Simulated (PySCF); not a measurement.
System: C2H3O, charge 1, multiplicity 1. It need not be the lowest isomer of its formula. SMILES: C#C[OH2+]
Structure (B3LYP-D3(BJ)/def2-TZVP (Ansatz) minimum search):
```xyz
6

C      1.4009    -0.1277    -0.0862
C      0.2214    -0.0176    -0.0116
O     -1.1237     0.1476     0.1058
H      2.4618    -0.2331    -0.1585
H     -1.6111    -0.5583     0.5902
H     -1.5951     0.4825    -0.6918
```
Charge +1, spin multiplicity 1.

Dispersion corrections to the total energy (kcal/mol) from the dftd3 and dftd4 libraries through PySCF: D3(BJ) without and D4 with the three-body term, each with the damping fitted for the functional named.

| functional | D3(BJ) | D4 |
|---|---|---|
| PBE | -1.59 | -1.09 |
| TPSS | … | -1.49 |
| HSE06 | -0.93 | -0.82 |
| PBE0 | … | -0.90 |
| B3LYP | -2.70 | -1.76 |
| PW6B95 | -0.70 | -0.99 |
| r2SCAN | -0.42 | … |

Question: Fill in the missing entries.

Answer: 
- TPSS, D3(BJ): -1.96
- PBE0, D3(BJ): -1.32
- r2SCAN, D4: -0.26
